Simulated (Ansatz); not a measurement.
Reaction (homolysis of the O–Si bond): `O[Si]Br` → `[OH]`• + `[Si]Br`•

Calculated with Ansatz (gas phase, PBE0-D4/def2-TZVP geometries, no zero-point term in ΔE). CCSD(T)/CBS adds triple-zeta CCSD(T) − MP2 to the extrapolated MP2 energy (def2 sets, frozen cores). This one scheme is used for every species. DFT in def2-TZVPP. No spin–orbit coupling; open shells (•) take unrestricted orbitals. For Br outer-core shells are correlated without core-valence functions, which leaves a few kJ/mol of doubt a bond. Scalar relativity is left out up to krypton. Each species was taken in one conformer, which may not be the lowest.

| species | ωB97X-V energy (Eh) |
| --- | --- |
| `O[Si]Br` | -2939.27341 |
| `[OH]`• | -75.73881 |
| `[Si]Br`• | -2863.33509 |

(1) Work out ΔE.

Largest T1 diagnostic among the species: 0.014.

Answers

(1) ΔE = (-75.73881) + (-2863.33509) − (-2939.27341) = 0.19951 Eh = +125.2 kcal/mol. CCSD(T)/CBS gives +126.9 kcal/mol.

Leaving LDA and LC-ωPBE aside and taking each functional with its dispersion term where it has one, the values, not all of them listed here, spread over 10.5 kcal/mol, from BHLYP-D4 to ωB97M-V. LDA lies +20.9 kcal/mol from PBE without D4, its usual overbinding. From BLYP to BHLYP (50 % exact exchange), in def2-TZVPP and without D4, ΔE moves by −4.9 kcal/mol: exact exchange takes away binding that semilocal exchange gives to molecules.
